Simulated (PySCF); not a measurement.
Harmonic spectrum computed at PBE0 in the def2-SVP basis family (core potentials from Rb on, PySCF, no spin–orbit coupling):

```
ω (cm⁻¹)  IR (km/mol, summed over degenerate members)  degeneracy
     190                                          0.0           2
     191                                         63.7           3
     802                                          0.0           1
     844                                          512           3
```

Q: Which molecule gave it? In each, all ligands are bound to the one heavy central atom.
A. AsF₄⁺ (singlet)
B. TaF₄⁺ (singlet)
C. VF₄⁺ (singlet)
D. NbF₄⁺ (singlet)

A: D. It has Td symmetry with Nb–F 1.787 Å (×4).
